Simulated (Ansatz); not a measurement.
Geometry optimisation, RKS PBE/def2-SVP (Ansatz 0.2.0).

The input (input.yaml):

```yaml
crystal:
  periodic: [false, false, false]
  atoms:
    - { symbol: Al, position_ang: [0.0, 0.0, 0.0] }
    - { symbol: O, position_ang: [0.0, 0.0, 2.13] }
    - { symbol: H, position_ang: [-0.9095, -0.2814, 2.4671] }
    - { symbol: H, position_ang: [1.351, 0.0, -0.78] }
    - { symbol: O, position_ang: [-1.5415, 0.0, -0.89] }
    - { symbol: Si, position_ang: [-2.6907, -1.2238, -0.8267] }
    - { symbol: H, position_ang: [-2.2881, -2.2198, 0.162] }
    - { symbol: H, position_ang: [-3.9833, -0.6595, -0.4496] }
    - { symbol: H, position_ang: [-2.8007, -1.8572, -2.1376] }
    - { symbol: H, position_ang: [0.0834, 1.7631, 0.5865] }
    - { symbol: H, position_ang: [0.0646, 1.3656, 1.5323] }
basis:
  gaussian: { orbitals: def2-SVP }
hamiltonian:
  xc: pbe
relax:
  f_tol: 0.15
  max_steps: 25
  restrain:
    - { distance: [0, 9], at: 2.76, k: 30.0 }
    - { distance: [10, 1], at: 2.21, k: 30.0 }
    - { distance: [0, 1], at: 1.78, k: 30.0 }
    - { distance: [10, 9], at: 0.66, k: 30.0 }
```

Run as:

```bash
$ ansatz run input.yaml --threads 2 --pin off --max-ram 3072MiB --backend cpu --events-out ev --progress --plain --runs-dir out
```

Q: Where does it end, and by what steps?

A: The run converged. The restraints hold the end off the free minimum. After 9 steps the energy has fallen by 1.584 eV (the restraints' own energy left out); H7 moved furthest, 0.86 Å. Joined: H10–H11 (1.03 → 0.72 Å).

```tsv
step	energy less start (eV)	largest force component (eV/Å)	accepted
0	0.0000	1.866	yes
1	-0.4363	2.392	yes
2	-0.7841	2.080	yes
3	-1.1767	1.742	yes
4	-1.4409	1.108	yes
5	-1.5030	0.690	yes
6	-1.5263	1.473	yes
7	-1.5360	1.681	yes
8	-1.5740	1.402	yes
9	-1.5842	1.378	yes
```

```xyz
11
Properties=species:S:1:pos:R:3
Al 0.163 -0.253 0.212
O 0.332 -0.163 1.956
H -0.413 -0.388 2.536
H 1.464 0.031 -0.636
O -1.300 -0.704 -0.554
Si -2.805 -1.339 -0.870
H -3.046 -2.570 -0.034
H -3.878 -0.331 -0.550
H -2.917 -1.717 -2.322
H -0.229 2.418 0.783
H -0.085 1.903 1.272
```

Time of the run: 31 s on 2 threads of Intel(R) Xeon(R) Platinum 8259CL CPU @ 2.50GHz (Skylake/Cascade Lake), with other jobs on the host, peak memory 0.15 GiB.
